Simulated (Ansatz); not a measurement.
| atom | x (Å) | y (Å) | z (Å) |
| --- | --- | --- | --- |
| Cr | 0.0394 | -0.0113 | -0.0379 |
| H | 0.0482 | -0.0111 | 1.5881 |

UHF-MP2 on sextet CrH was run in several spherical basis sets with Ansatz (development build ahead of 0.2.0). Frozen core: 5 orbitals.

Problem. Rank the basis sets by the total energy that they give, lowest first, with the distance from the lowest.
A. aug-cc-pVDZ
B. 6-31G
C. STO-3G

Solution. A (0.00 eV), B (8.25 eV), C (306.13 eV).

Totals follow the description of the cores as much as that of the bonds, so this order isn't one of quality for chemistry.
